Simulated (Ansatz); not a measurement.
Basis-set series for CH3BClFSe (`C[Se]B(F)Cl`). Charge 0, multiplicity 1. The structure was optimised at the PBE0-D4/def2-TZVP level. It is one conformer, not always the lowest.

```csv
functional,basis,functions,energy (Eh),HOMO (eV),LUMO (eV)
PBE0-D4,def2-SVP,107,-3025.31848,-7.23,-0.38
PBE0-D4,def2-TZVPP,225,-3025.96163,-7.32,-0.62
ωB97M-V,def2-SVP,107,-3025.71039,-9.32,1.74
ωB97M-V,def2-TZVPP,225,-3026.35594,-9.44,1.44
```

Problem. Give the rows for def2-QZVPP. (Best estimate.)

Solution. The calculation gave: 
```
functional       basis  functions  energy (Eh)  HOMO (eV)  LUMO (eV)
   PBE0-D4  def2-QZVPP        420  -3026.03420      -7.34      -0.68
   ωB97M-V  def2-QZVPP        420  -3026.42576      -9.46       1.35
```

Positive LUMOs are unbound and depend on the basis. Scalar relativity is left out up to krypton.

Computed with Ansatz.
